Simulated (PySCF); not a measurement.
SMILES c1ccoc1CCO, singlet (GFN2-xTB optimised geometry):

```
16

O     -0.847    -2.345    -2.327
C     -1.899    -1.967    -1.478
C     -1.439    -1.676    -0.039
C     -0.448    -0.563     0.000
C      0.915    -0.563     0.000
C      1.312     0.797     0.000
C      0.162     1.519    -0.003
O     -0.909     0.705    -0.003
H     -0.382    -3.093    -1.935
H     -2.323    -1.064    -1.922
H     -2.677    -2.746    -1.455
H     -2.313    -1.406     0.555
H     -0.985    -2.574     0.386
H      1.559    -1.419     0.002
H      2.313     1.176     0.001
H     -0.025     2.574    -0.002
```

Computed with B3LYP/def2-TZVP (PySCF).

### Question
What are the frontier orbital energies and the dipole moment?

### Answer
HOMO-2 -7.78 eV, HOMO-1 -7.64 eV, HOMO -6.05 eV, LUMO 0.08 eV, LUMO+1 0.64 eV; dipole moment 1.70 D.

Meta-Löwdin charges at B3LYP/def2-TZVP: O1 -0.53, C2 0.03, C3 -0.22, C4 0.17, C5 -0.20, C6 -0.18, C7 0.02, O8 -0.24, H9 0.33, H10 0.12, H11 0.09, H12 0.12, H13 0.11, H14 0.12, H15 0.13, H16 0.13.
